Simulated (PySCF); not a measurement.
C3H7BN2, SMILES C=C=CB(N)N. Geometry optimised at PBE-D3(BJ)/def2-SVP. This is a generated structure with no PubChem entry under its InChIKey; it may be hypothetical. One conformer was computed; it need not be the lowest.

Problem. Give the equilibrium geometry at PBE-D3(BJ)/def2-SVP (PySCF confirms it by a frequency run) as Cartesian coordinates in Å, and its point group. (Estimate from the structure and the level; the computed values follow.)

Solution. This is not unique; one that fits is point group Cs.
```xyz
13

C     -0.1148     2.7241     0.0000
C      0.4206     1.5185     0.0000
C      0.8925     0.2859     0.0000
B     -0.0369    -0.9979     0.0000
N      0.5891    -2.2780     0.0000
N     -1.4485    -0.8355     0.0000
H     -0.3385     3.2548    -0.9418
H     -0.3385     3.2548     0.9418
H      1.9938     0.1627     0.0000
H      0.0845    -3.1626     0.0000
H      1.6003    -2.3887     0.0000
H     -1.8712     0.0915     0.0000
H     -2.1206    -1.5995     0.0000
```
